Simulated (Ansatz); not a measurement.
The cluster YSi₆ was relaxed with PBE-D4 (def2-SVP) in Ansatz in these states: neutral doublet, neutral quartet. The geometries follow in no particular order.

In the def2 sets Y takes a core potential; there is no spin–orbit coupling.

A:

```xyz
7

Y    -0.5113   -2.0481    0.7462
Si    0.8967    0.9101   -0.5945
Si   -0.5416    0.6066    1.4400
Si    1.7878   -0.5602    1.0377
Si   -0.9683    2.3407   -0.2433
Si   -1.4318    0.0027   -0.8275
Si    0.7684   -1.2518   -1.5587
```

B:

```xyz
7

Y    -0.969   -0.864   -1.970
Si    1.201    0.209    1.007
Si   -1.220   -0.592    0.856
Si    0.716   -1.939   -0.101
Si   -0.636    1.427    2.028
Si   -0.544    1.461   -0.376
Si    1.452    0.297   -1.444
```

Task: Judge from the bond lengths which geometry belongs to which state (an estimate).

Result: A is the neutral doublet (Y1–Si2 3.540 Å, Y1–Si6 2.744 Å, Y1–Si3 2.744 Å); B is the neutral quartet (Y1–Si2 3.837 Å, Y1–Si6 2.851 Å, Y1–Si3 2.851 Å).

At PBE0-D4/def2-TZVP a doublet lies 0.65 eV below the neutral quartet. These are the stationary points nearest to one start from a short search; other shapes may lie lower in each state.
